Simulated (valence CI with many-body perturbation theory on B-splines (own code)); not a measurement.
# Cd⁴²⁺: calculated level list

Method: configuration interaction combined with many-body perturbation theory (CI+MBPT): four valence electrons over a frozen Dirac-Fock core [He], radial functions for each j: 11 s, 11 p, 10 d, 8 f, 5 g, 2 h, with the one-electron correlation potential Σ1 (screened to all orders), the two-electron term Σ2, the three-electron term Σ3, Breit, model QED; selected single and double excitations, second order for the rest, scaled by the run's own slope (own B-spline code, finite nucleus).

No measured spectrum was set against this ion. As an estimate, large intervals hold to a few tenths of a per cent, small ones and those within an open d or f shell to about a per cent. Among the levels kept, up to 760 cm⁻¹ of a level comes from second order outside the variational space, and about a tenth of that is noise between levels of different J, which matters for small intervals.

Levels 181 to 203 of 203, with energies above the lowest level, (2s^2 2p1/2^2) J=0. "Leading %" is the weight of the configuration and term that name the level; weights of strongly mixed levels are sums over their largest components and can fall short, so below about 35 % the name and the second component can differ from the true leading terms, or belong to a minority configuration. In the jj column 3d3/2^4 stands for four electrons in 3d with j = 3/2. Lifetimes count E1, E2, E3, M1 and M2 decay at the calculated energies, and are blank where another channel may lead or the interval is too uncertain; long ones can be off by a factor of two.

```tsv
No.	Configuration	Term	J	E (eV)	Leading %	Lifetime	Second component	Leading jj
181	2s2p²3d	³D	3	4655.0	42	2.99 fs	30 % 2s2p²3d ¹F	2s 2p3/2^2 3d5/2 (89 %)
182	2s2p²3d	¹D	2	4659.4	54	29.1 fs	27 % 2s2p²3d ³D	2s 2p3/2^2 3d5/2 (90 %)
183	2p³3p	³F	3	4660.0	35	28.0 fs	24 % 2p³3p ¹F	2p1/2 2p3/2^2 3p1/2 (80 %)
184	2s2p²3d	³P	1	4662.0	45	3.20 fs	33 % 2s2p²3d ¹P	2s 2p3/2^2 3d5/2 (88 %)
185	2s2p²3d	¹D	2	4673.5	50	2.12 fs	23 % 2s2p²3d ³P	2s 2p3/2^2 3d5/2 (84 %)
186	2p³3p	³P	2	4678.8	55	11.4 fs	21 % 2p³3p ¹D	2p1/2 2p3/2^2 3p1/2 (97 %)
187	2p³3p	³D	1	4689.0	68	21.2 fs	24 % 2p³3p ¹P	2p1/2 2p3/2^2 3p1/2 (88 %)
188	2p³3p	⁵P	3	4698.2	52	15.5 fs	24 % 2p³3p ³F	2p1/2 2p3/2^2 3p3/2 (98 %)
189	2p³3p	³P	0	4698.9	95	13.0 fs	4 % 2p³3p ¹S	2p1/2 2p3/2^2 3p3/2 (92 %)
190	2p³3p	³P	2	4699.4	38	13.8 fs	30 % 2p³3p ³D	2p1/2 2p3/2^2 3p3/2 (98 %)
191	2p³3p	¹P	1	4713.2	42	13.2 fs	33 % 2p³3p ³D	2p1/2 2p3/2^2 3p3/2 (90 %)
192	2p³3p	³D	3	4716.4	67	15.4 fs	29 % 2p³3p ¹F	2p1/2 2p3/2^2 3p3/2 (99 %)
193	2p³3p	³F	4	4717.2	98	16.6 fs		2p1/2 2p3/2^2 3p3/2 (98 %)
194	2p³3p	³P	0	4718.5	66	11.1 fs	32 % 2p³3p ¹S	2p1/2 2p3/2^2 3p1/2 (92 %)
195	2p³3p	³P	1	4733.4	74	14.0 fs	18 % 2p³3p ¹P	2p1/2 2p3/2^2 3p3/2 (98 %)
196	2p³3p	¹D	2	4743.8	52	15.0 fs	28 % 2p³3p ³P	2p1/2 2p3/2^2 3p3/2 (98 %)
197	2p³3d	³D°	1	4747.3	46	33.6 fs	40 % 2p³3d ⁵D°	2p1/2 2p3/2^2 3d3/2 (97 %)
198	2p³3d	³F°	2	4748.4	40	34.7 fs	37 % 2p³3d ⁵D°	2p1/2 2p3/2^2 3d3/2 (96 %)
199	2p³3d	⁵D°	0	4749.2	49	28.0 fs	32 % 2p³3d ¹S°	2p1/2 2p3/2^2 3d3/2 (95 %)
200	2p³3d	³G°	3	4753.2	33	20.7 fs	27 % 2p³3d ⁵D°	2p1/2 2p3/2^2 3d3/2 (92 %)
201	2p³3p	³P	1	4756.3	47	14.1 fs	29 % 2p³3p ³S	2p1/2 2p3/2^2 3p3/2 (98 %)
202	2p³3p	³D	2	4758.3	50	14.3 fs	31 % 2p³3p ¹D	2p1/2 2p3/2^2 3p3/2 (97 %)
203	2p³3d	⁵D°	4	4761.7	49	1.03 ps	40 % 2p³3d ³G°	2p1/2 2p3/2^2 3d5/2 (93 %)
```
